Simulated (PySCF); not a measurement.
A structure optimised at PBE-D3(BJ)/def2-SVP, used in a PySCF frequency run:

```
Si
C 1 1.9321
N 2 1.2944 1 106.54
H 2 1.1149 3 121.04 1 180.00
Si 3 1.8267 2 106.36 4 180.00
H 5 1.5026 3 111.90 2 118.25
H 5 1.5026 6 109.64 3 -124.76
Cl 1 2.0883 2 115.36 4 -63.75
Cl 1 2.0883 2 115.36 4 63.75
```

Q: Write its SMILES, formula and point group.

A: Cl[Si]1(Cl)C=N[SiH2]1, CH3Cl2NSi2, Cs

Q: What are its rotational constants (standard atomic weights)?

A: 1.8180, 1.1896, 0.90383 GHz
